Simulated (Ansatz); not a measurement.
One change: `[CH3][Nb]([OH])([F])=[S]` becomes `[NH2][Nb]([OH])([F])=[S]`.

Ansatz, PBE0-D4/def2-TZVP geometries, multiplicity 1. Each molecule was computed in one conformer, which needn't be the lowest.

Elements past krypton have def2 core potentials.

| property | `[CH3][Nb]([OH])([F])=[S]` |
| --- | --- |
| HOMO energy (ωB97M-V/def2-TZVPP) / eV | -9.94 |
| LUMO energy (PBE0/def2-TZVPP) / eV | -2.13 |
| HOMO energy (PBE0/def2-TZVPP) / eV | -7.82 |
| size of the dipole moment (B3LYP/def2-TZVPP) / D | 2.54 |
| ideal-gas entropy at 298 K and 1 bar (rigid rotor, harmonic PBE0-D4/def2-TZVP) / J/(mol·K) | 369 |
| HOMO–LUMO gap (PBE/def2-TZVPP) / eV | 3.69 |

Problem. What does the change do to each property? (Best estimate.)

Solution. Ansatz gave: 
```csv
property,`[NH2][Nb]([OH])([F])=[S]`,shift
HOMO energy (ωB97M-V/def2-TZVPP) / eV,-9.87,0.07
LUMO energy (PBE0/def2-TZVPP) / eV,-1.96,0.17
HOMO energy (PBE0/def2-TZVPP) / eV,-7.75,0.07
size of the dipole moment (B3LYP/def2-TZVPP) / D,3.18,0.64
"ideal-gas entropy at 298 K and 1 bar (rigid rotor, harmonic PBE0-D4/def2-TZVP) / J/(mol·K)",360,-9
HOMO–LUMO gap (PBE/def2-TZVPP) / eV,3.83,0.14
```

With PBE0 the HOMO rises by 0.07 eV and the LUMO rises by 0.17 eV, so the gap widens by about 0.10 eV. PBE moves the HOMO by 0.09 eV and ωB97M-V by 0.07 eV. The zero-point energy changes by -25.6 kJ/mol with -3 modes. Dipoles are sizes alone; their direction can turn.

B3LYP here is the variant with VWN-RPA as its local correlation; programs differ in this.
